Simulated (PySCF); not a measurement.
# How the method moves the bond dissociation enthalpies of `[CH3][Al]([Cl])[Cl]` (CH3AlCl2)

Numbering: `[CH3:1][Al:2]([Cl:3])[Cl:4]`

All levels share the PBE0-D3(BJ)/def2-SVP structures and the PBE0-D3(BJ)/def2-SVP thermal terms; only the single-point energies (PySCF) change. Values are bond dissociation enthalpies (298 K, kJ/mol).

```csv
level,C1–Al2,C1–H,time
HF/def2-TZVP,237,298,7.9 s
r2SCAN-D3(BJ)/def2-TZVP (grid 3),323,397,50 s
PBE0-D3(BJ)/6-31G,332,413,4.8 s
B3LYP-D3(BJ)/def2-TZVP,332,409,18 s
BP86-D3(BJ)/def2-TZVP,334,417,23 s
PBE0-D3(BJ)/6-311+G**,335,405,13 s
PBE0-D3(BJ)/cc-pVTZ,335,405,22 s
PBE0-D3(BJ)/ma-def2-TZVP,336,404,22 s
PBE0-D3(BJ)/def2-TZVP,336,404,–
PBE0-D3(BJ)/jun-cc-pV(T+d)Z,336,405,34 s
PBE0-D3(BJ)/6-31G*,339,408,6.7 s
PBE0-D3(BJ)/aug-pcseg-1,340,404,13 s
PBE0-D3(BJ)/ma-def2-SVP,340,405,8.6 s
B97-2/def2-TZVP,345,408,18 s
PBE0-D3(BJ)/def2-SVP,347,406,6.8 s
M06/def2-TZVP (grid 3),351,409,45 s
LDA/def2-TZVP,389,461,22 s
```

Times are wall times for all single points of a level on 1 thread of Arm Neoverse V2, a shared host; the dash marks the run that also made the structures. BP86, LDA, r2SCAN ran on a slower path of this set-up, which computes the density-fitting integrals anew in every SCF cycle while the other levels store them. So the times needn't show the usual order of cost, and those levels read slower than they are.

Hartree-Fock leaves out electron correlation, so its bond energies come out too low, often by 100 kJ/mol or more.

The widest spread is that of C1–H: 163 kJ/mol, from 298 to 461.

Caveats: spin-orbit coupling is left out of the energies, which matters for open shells on the heavier atoms.
